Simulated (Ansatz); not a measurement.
```xyz
14

C     1.4000    0.0000    0.0000
C     0.7000    1.2124    0.0000
C    -0.7000    1.2124    0.0000
C    -1.4000    0.0000    0.0000
C    -0.7000   -1.2124    0.0000
C     0.7000   -1.2124    0.0000
C     2.8100    0.0000    0.0000
H     3.3600    0.9300    0.0000
H     3.3600   -0.9300    0.0000
O     1.3250    2.2950    0.0000
H    -1.2425    2.1521    0.0000
H    -2.4850    0.0000    0.0000
H    -1.2425   -2.1521    0.0000
H     1.2425   -2.1521    0.0000
```

Basis set: def2-TZVP (spherical functions). Charge 0, multiplicity 1.

Computed with Ansatz (development build ahead of 0.2.0); each method stands on the lowest determinant of its kind that the runs found. Restricted functionals stand beside restricted open-shell atoms, which can lie above the unrestricted atoms usual in DFT and then raise those values.

Give the atomization energy at this shape (free ground-state atoms in the same class of orbitals less the molecule, no zero-point energy) of singlet C₇H₆O by ωB97X (restricted), PBE0 (unrestricted), PBE0 (restricted), UHF, RHF.

| method | atomization energy |
| --- | --- |
| ωB97X (restricted) | 69.50 eV |
| PBE0 (unrestricted) | 70.01 eV |
| PBE0 (restricted) | 70.44 eV |
| UHF | 50.90 eV |
| RHF | 50.80 eV |

Caution for PBE0 (unrestricted): the unrestricted determinant is spin contaminated. Caution for UHF: the unrestricted determinant is a mixture of spin states. Caution for RHF: an unrestricted determinant lies well below.

The shape needn't be a minimum at these levels.
